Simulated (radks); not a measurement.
Values are calculated unless marked as measured or tabulated.
All-electron atom: La V in [Kr] 4d10 5p5 4f2 (not the ground configuration). Code: a radial shooting solver on a logarithmic mesh with Libxc functionals. Model: Dirac Kohn-Sham, LDA (Slater exchange, Perdew-Wang correlation), spin-unpolarised, spherical densities, point nucleus; open shells are shared between the two j in proportion to 2j + 1.

Unscreened Slater integrals over Kohn-Sham orbitals (cm^-1). Large and small components are both included.

integral          value
F0(4f7/2,4f7/2)  173310
F2(4f7/2,4f7/2)   79962
F4(4f7/2,4f7/2)   49657
F6(4f7/2,4f7/2)   35575
F0(4f7/2,4f5/2)  173990
F2(4f7/2,4f5/2)   80277
F4(4f7/2,4f5/2)   49853
G2(4f7/2,4f5/2)   80183
G4(4f7/2,4f5/2)   49798
G6(4f7/2,4f5/2)   35677
F0(4f7/2,5p3/2)  128400
F2(4f7/2,5p3/2)   51181
G2(4f7/2,5p3/2)   31941
G4(4f7/2,5p3/2)   24002
F0(4f7/2,5p1/2)  132080
G4(4f7/2,5p1/2)   25913
F0(4f5/2,4f5/2)  174670
F2(4f5/2,4f5/2)   80600
F4(4f5/2,4f5/2)   50056
F0(4f5/2,5p3/2)  128640
F2(4f5/2,5p3/2)   51020
G2(4f5/2,5p3/2)   31614
G4(4f5/2,5p3/2)   23792
F0(4f5/2,5p1/2)  132350
G2(4f5/2,5p1/2)   34469
F0(5p3/2,5p3/2)  111990
F2(5p3/2,5p3/2)   60952
F0(5p3/2,5p1/2)  114050
G2(5p3/2,5p1/2)   61691
F0(5p1/2,5p1/2)  116290
